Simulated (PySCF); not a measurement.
Polarisability and C₆ of I²⁺ (iodine, charge +2)

[Kr] 4d10 5s2 5p3, high-spin 4S determinant. Computed with PySCF 2.14 in x2c-QZVPPall with one added diffuse shell each of s, p, d, f type (14s10p8d5f1g, 128 functions), with the spin-free X2C one-electron Hamiltonian (Gaussian nucleus). Coupled (time-dependent) response in atomic units; α is the mean over directions.

```
method  mean α (bohr³)  C₆ (like pair)  S(−4)
  PBE0           13.70           95.87  36.42
```

S(−4) is the Cauchy moment in α(ω) = α(0) + S(−4) ω² + …

α(iu) at PBE0:

| u (hartree) | α(iu) (bohr³) |
| --- | --- |
| 0 | 13.70 |
| 0.0500 | 13.61 |
| 0.100 | 13.34 |
| 0.200 | 12.40 |
| 0.300 | 11.12 |
| 0.500 | 8.471 |
| 0.750 | 5.974 |
| 1.00 | 4.386 |
| 1.50 | 2.707 |
| 2.00 | 1.895 |
| 3.00 | 1.128 |
| 5.00 | 0.5524 |

A single London oscillator, α(iu) = α/(1 + u²/ω²), gives C₆ = (3/4) ω α². Matching the computed C₆ needs ω = 4 × 95.87 / (3 × 13.70²) = 0.681 hartree.

For an ion, C₆ is the dispersion term alone; charge-induced terms of lower order in 1/R come first.
